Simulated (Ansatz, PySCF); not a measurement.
C2H5BrCd, SMILES C[CH2][Cd][Br]. Atoms are numbered in the order given.

```xyz
9

Cd     0.0144    -0.1407     0.1422
Br     1.1505     1.6909     1.2728
C     -0.9757    -1.7360    -0.8429
C     -1.5462    -1.3934    -2.2134
H     -1.7671    -2.0784    -0.1570
H     -0.2449    -2.5578    -0.9105
H     -0.7676    -1.0694    -2.9216
H     -2.2954    -0.5879    -2.1653
H     -2.0456    -2.2681    -2.6653
```
Charge 0, spin multiplicity 1.

Geometry optimised at PBE0-D3(BJ)/def2-SVP. The def2 effective core potentials stand for the cores of Cd; spin–orbit coupling is left out. One conformer was computed; it need not be the lowest.

Two levels are set side by side: PBE-D3(BJ)/def2-SVP (Ansatz, a quantum-chemistry and plane-wave program) and PBE0-D3(BJ)/def2-SVP (Ansatz). Each level has its own optimised geometry; the coordinates shown are those of the second. Frequencies come from the Hessian of PySCF at each geometry. Differences are taken from unrounded values.

| quantity | PBE0-D3(BJ) | PBE-D3(BJ) | PBE-D3(BJ) minus PBE0-D3(BJ) |
|---|---|---|---|
| mean bond length (Å) | 1.448 | 1.458 | 0.010 |
| bond Cd1–Br2 (Å) | 2.434 | 2.451 | 0.017 |
| bond Cd1–C3 (Å) | 2.120 | 2.133 | 0.013 |
| bond C3–C4 (Å) | 1.524 | 1.530 | 0.006 |
| bond C3–H5 (Å) | 1.102 | 1.110 | 0.008 |
| bond C3–H6 (Å) | 1.102 | 1.110 | 0.008 |
| bond C4–H7 (Å) | 1.101 | 1.109 | 0.008 |
| bond C4–H8 (Å) | 1.101 | 1.109 | 0.008 |
| bond C4–H9 (Å) | 1.104 | 1.113 | 0.009 |
| highest harmonic wavenumber (cm⁻¹) | 3149 | 3063 | -86 |
| mean harmonic wavenumber (cm⁻¹) | 1366 | 1325 | -42 |
| zero-point energy (kcal/mol) | 41.02 | 39.77 | -1.25 |

GGA bonds tend to be longer and softer than those of functionals with exact exchange. Differences between two approximate levels are no errors against the true value.
